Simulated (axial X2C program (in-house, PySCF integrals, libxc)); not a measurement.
## What spin–orbit coupling does to BeGe

All values were computed with an in-house all-electron X2C program for linear molecules (integrals from PySCF). Spin-free means the one-electron spin-free X2C Hamiltonian; two-component (2c) means X2C with spin–orbit coupling and atomic mean-field two-electron Coulomb and Gaunt terms, so the difference of the two also holds small scalar two-electron terms. Basis: Ge dyall-cv3z [9s9p7d4f1g], Be dyall-cv3z [8s8p3d1f] (cores contracted in-house); Gaussian nuclei, density fitting, unrestricted open shells. Masses: Ge 73.921 u, Be 9.012 u.

Spin-free state: M_S = 1, Λ = 0 (beyond evenly filled blocks: π+α, π-α); fragments Ge + Be.

```
level  Re (Å)  ωe (cm⁻¹)  De (eV)  μ (D)
 PBE0   2.160      509.3    1.513   1.57
B97-3   2.163      503.0    1.330   1.64
```

Dipoles are positive if Be is the positive end.

Two-component determinant lowest at the distance of the search:

Ω = 1 (⟨Sz⟩ = 0.99, ⟨Lz⟩ = 0.01 at PBE0); fragments Ge + Be.

| level | Re (Å) | ωe (cm⁻¹) | μ (D) |
| --- | --- | --- | --- |
| PBE0 | 2.161 | 507.9 | 1.55 |
| B97-3 | 2.164 | 500.9 | 1.61 |

**Question.** From the two tables, how do the constants change at the PBE0 level (2c against spin-free)?

**Answer.** At the PBE0 level Re rises by 0.001 Å and ωe goes down by 1.4 cm⁻¹.

The state is one determinant whose occupation by symmetry is held fixed; it was picked as the lowest of a PBE0 search that is not exhaustive. De is counted from the lowest determinant-based energies of the atoms at the same level, without counterpoise correction. De is not given where an atomic determinant may have missed its ground term or J level, or where the truncated virtual space spoils (T). Density functionals use the spin component along the axis (collinear). PBE0 can misorder states that lie within some tenths of an eV, so this need not be the ground state of the molecule. The nearest other spin-free determinant of the search, M_S = 0, Λ = 2, lies 0.69 eV up at the distance of the search. Without a current term, density functionals place determinants with orbital angular momentum somewhat too high. With several unpaired electrons one determinant need not be a pure state. Open-shell Ω = 0 determinants with evenly filled partner blocks cannot be reached by this program, so the Ω shown need not be the lowest component. This is the Ω = 1 component of a π² triplet; the 0⁺ component is not one determinant and can lie lowest. The determinant is spin-polarised beyond a pure state at some levels (its spin-free form has ⟨S²⟩ too high), which makes Re and μ there less reliable.
